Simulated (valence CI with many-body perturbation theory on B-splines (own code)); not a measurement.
## Hyperfine factors and g values of Sm57+

Calculated by valence CI with perturbative core correlation (CI+MBPT): three valence electrons over a frozen Dirac-Fock core [He], a basis of 11 s, 11 p, 10 d, 8 f, 5 g, 2 h functions for each j, with the one-electron correlation potential Σ1 (screened to all orders), the two-electron term Σ2, the three-electron term Σ3, Breit, model QED; selected single and double excitations, second order for the rest, scaled by the run's own slope (own B-spline code, finite nucleus).

No measured spectrum was set against this ion. As an estimate, large intervals hold to a few tenths of a per cent, small ones and those within an open d or f shell to about a per cent.

A/g_I is the dipole constant over the nuclear g factor μ/I (μ in nuclear magnetons, uniformly magnetised nucleus), B/Q the quadrupole constant per barn. Both hold the static response of the core; the bare values leave it out. Large factors of s and p1/2 electrons are usually good to 5 to 10 %; those of open d and f shells near neutrality can be off by tens of per cent, and small factors of p3/2, d and f electrons come from cancelling terms and can be off by a factor of two or in sign, in half-filled shells by more. B is blank for J = 1/2, where it vanishes, and for nearly pure S terms. Energies count from the lowest level.

Levels are named by their leading jj configuration (3d3/2^4 stands for four electrons in 3d with j = 3/2), which in mixed levels can hold well under half, so a name can repeat and another be missing. Letters in brackets count levels of one name in rising energy.

| Level | E (Ry) | g | A/g_I (MHz) | A/g_I bare | B/Q (MHz/b) | B/Q bare |
| --- | --- | --- | --- | --- | --- | --- |
| (2s^2 2p1/2) J=1/2 | 0.00 | 0.632 | 3550000 | 3530000 |  |  |
| (2s 2p1/2^2) J=1/2 | 14.87 | 2.098 | 1.07e+07 | 1.06e+07 |  |  |
| (2s^2 2p3/2) J=3/2 | 48.48 | 1.309 | 483000 | 495000 | 935000 | 936000 |
| (2s 2p1/2 2p3/2) J=3/2 [a] | 58.86 | 1.639 | 2690000 | 2670000 | 736000 | 738000 |
| (2s 2p1/2 2p3/2) J=5/2 | 61.50 | 1.329 | 3170000 | 3150000 | 733000 | 735000 |
| (2s 2p1/2 2p3/2) J=1/2 | 65.75 | 1.248 | -3840000 | -3770000 |  |  |
| (2s 2p1/2 2p3/2) J=3/2 [b] | 65.85 | 0.973 | 38000 | 60800 | 524000 | 525000 |
| (2p1/2^2 2p3/2) J=3/2 | 81.51 | 1.335 | 442000 | 466000 | 886000 | 888000 |
| (2s 2p3/2^2) J=5/2 | 108.66 | 1.417 | 2580000 | 2570000 | 198000 | 198000 |
| (2s 2p3/2^2) J=1/2 | 115.07 | 1.906 | 1.09e+07 | 1.08e+07 |  |  |
| (2s 2p3/2^2) J=3/2 | 115.14 | 1.180 | -1600000 | -1560000 | -146000 | -146000 |
| (2p1/2 2p3/2^2) J=3/2 | 127.15 | 1.439 | -158000 | -126000 | 76200 | 76300 |
| (2p1/2 2p3/2^2) J=5/2 | 128.73 | 1.173 | 1080000 | 1090000 | -3260 | -3270 |
| (2p1/2 2p3/2^2) J=1/2 | 132.07 | 0.632 | 3550000 | 3530000 |  |  |
| (2p3/2^3) J=3/2 | 178.32 | 1.288 | 470000 | 491000 | -962000 | -964000 |
| (2s^2 3s) J=1/2 | 519.89 | 1.988 | 3220000 | 3190000 |  |  |
| (2s^2 3p1/2) J=1/2 | 524.93 | 0.666 | 1060000 | 1050000 |  |  |
| (2s 2p1/2 3s) J=1/2 [a] | 529.85 | 2.364 | 6150000 | 6080000 |  |  |
| (2s 2p1/2 3s) J=3/2 | 531.48 | 1.547 | 5810000 | 5740000 | -101000 | -101000 |
| (2s 2p1/2 3s) J=1/2 [b] | 533.29 | 0.723 | 5600000 | 5550000 |  |  |
| (2s 2p1/2 3p1/2) J=1/2 [a] | 534.11 | 0.267 | -659000 | -638000 |  |  |
| (2s 2p1/2 3p1/2) J=3/2 | 535.84 | 1.106 | 5150000 | 5100000 | -105000 | -105000 |
| (2s 2p1/2 3p1/2) J=1/2 [b] | 538.37 | 1.951 | 1.10e+07 | 1.09e+07 |  |  |
| (2s^2 3p3/2) J=3/2 | 539.35 | 1.329 | 228000 | 231000 | 268000 | 269000 |
| (2s^2 3d3/2) J=3/2 | 542.93 | 0.793 | 116000 | 116000 | 49200 | 49700 |
| (2s^2 3d5/2) J=5/2 | 546.85 | 1.192 | 88700 | 88200 | 74200 | 74800 |
| (2p1/2^2 3s) J=1/2 | 547.52 | 1.857 | 1750000 | 1730000 |  |  |
| (2s 2p1/2 3p3/2) J=3/2 [a] | 549.15 | 1.397 | 544000 | 543000 | 272000 | 272000 |
| (2s 2p1/2 3p3/2) J=5/2 | 551.13 | 1.326 | 2920000 | 2900000 | 161000 | 161000 |
| (2s 2p1/2 3p3/2) J=3/2 [b] | 551.33 | 1.245 | 1640000 | 1620000 | 141000 | 141000 |
| (2p1/2^2 3p1/2) J=1/2 | 551.84 | 0.622 | 408000 | 407000 |  |  |
| (2s 2p1/2 3d3/2) J=3/2 [a] | 551.95 | 0.564 | -948000 | -933000 | 59800 | 60200 |
| (2s 2p1/2 3p3/2) J=1/2 | 552.18 | 1.448 | -3200000 | -3160000 |  |  |
| (2s 2p1/2 3d3/2) J=5/2 | 553.83 | 1.020 | 2820000 | 2800000 | -41000 | -40700 |
| (2s 2p1/2 3d3/2) J=3/2 [b] | 555.02 | 1.192 | 2860000 | 2820000 | 82600 | 82800 |
| (2s 2p1/2 3d3/2) J=1/2 | 555.57 | 0.449 | -4020000 | -3980000 |  |  |
| (2s 2p1/2 3d5/2) J=5/2 [a] | 556.70 | 1.316 | 792000 | 782000 | 59600 | 60200 |
| (2s 2p1/2 3d5/2) J=7/2 | 558.45 | 1.232 | 2100000 | 2080000 | -56000 | -55500 |
| (2s 2p1/2 3d5/2) J=5/2 [b] | 559.25 | 1.065 | 231000 | 231000 | 143000 | 144000 |
| (2s 2p1/2 3d5/2) J=3/2 | 559.27 | 1.092 | -2640000 | -2610000 | 22300 | 22600 |

(1) Take the isotope of mass number 147, with I = 7/2, μ = -0.809 μN and Q = -0.26 b. What is the hyperfine structure of (2s^2 2p1/2) J=1/2?

Answers

(1) From the table A = -820000 MHz. Shifts from the centre of gravity in MHz: F = 3: 1840000, F = 4: -1440000.
